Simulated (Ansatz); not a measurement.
Geometry optimisation, Ansatz, RKS PBE-D4/def2-SVP.

Input:

```yaml
crystal:
  periodic: [false, false, false]
  atoms:
    - { symbol: Si, position_ang: [-0.548452, -0.096658, -0.384368] }
    - { symbol: Cl, position_ang: [0.021038, 1.012544, 2.708182] }
    - { symbol: F, position_ang: [0.688803, -0.922163, 0.239996] }
    - { symbol: F, position_ang: [-0.127845, 1.447393, -0.558715] }
    - { symbol: F, position_ang: [-0.793602, -0.720928, -1.858459] }
    - { symbol: S, position_ang: [-2.391056, -0.285948, 0.705685] }
    - { symbol: H, position_ang: [-2.756586, -1.381191, -0.021994] }
    - { symbol: H, position_ang: [-0.929299, 0.074151, 2.825373] }
basis:
  gaussian: { orbitals: def2-SVP }
hamiltonian:
  xc: pbe
  dispersion: d4
relax:
  f_tol: 0.03
  max_steps: 50
output:
  orbitals: {}
```

Command:

```bash
$ ansatz run input.yaml --threads 2 --pin off --max-ram 3072MiB --backend cpu --events-out ev --progress --plain --runs-dir out
```

Task: Where does it end, and by what steps?

Result: The forces met the threshold. The force dipped under the threshold on the way, but the program's further checks kept it going. After 32 steps the energy has fallen by 0.111 eV; H8 moved furthest, 1.24 Å.

```
step  energy less start (eV)  largest force component (eV/Å)  accepted
   0                  0.0000                           0.732       yes
   2                 -0.0294                           0.682       yes
   4                 -0.0383                           0.424       yes
   6                 -0.0475                           0.032       yes
   8                 -0.0471                           0.302        no
  10                 -0.0483                           0.340        no
  12                 -0.0521                           0.091       yes
  14                 -0.0516                           0.547        no
  16                 -0.0592                           0.066       yes
  18                 -0.0630                           0.515       yes
  20                 -0.0797                           0.077       yes
  22                 -0.0776                           0.958        no
  24                 -0.1058                           0.095       yes
  26                 -0.1084                           0.204       yes
  28                 -0.1048                           0.372        no
  30                 -0.1100                           0.125        no
  32                 -0.1108                           0.014       yes
```

```xyz
8
Properties=species:S:1:pos:R:3
Si -0.667 -0.169 -0.298
Cl -0.517 1.001 3.009
F 0.505 -0.805 0.639
F -0.208 1.346 -0.609
F -0.640 -0.984 -1.695
S -2.579 -0.345 0.576
H -3.022 -0.992 -0.542
H 0.290 0.076 2.575
```

Whether the end is a true minimum wasn't checked by a vibrational analysis.

The run took 67 s on 2 threads of Arm Neoverse V1, on a shared host, peak memory 0.15 GiB.
